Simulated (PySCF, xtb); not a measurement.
Sn(Cl)(NH2)3 (ClH₆N₃Sn), SMILES [NH2][Sn]([NH2])([Cl])[NH2].

GFN2-xTB (xtb) at its own geometry gives an orbital gap of 3.52 eV and a dipole moment of 0.64 D.

Geometry: B3LYP-D3(BJ)/def2-SVP. The def2 effective core potentials stand for the cores of Sn; spin–orbit coupling is left out. The values are those of a single conformer.

Question: What does B3LYP/def2-TZVP (PySCF) give? (The exact figures need the calculation; the answer reports its results.)

Answer: gap 6.01 eV (levels -7.54 and -1.53 eV), dipole 0.36 D.
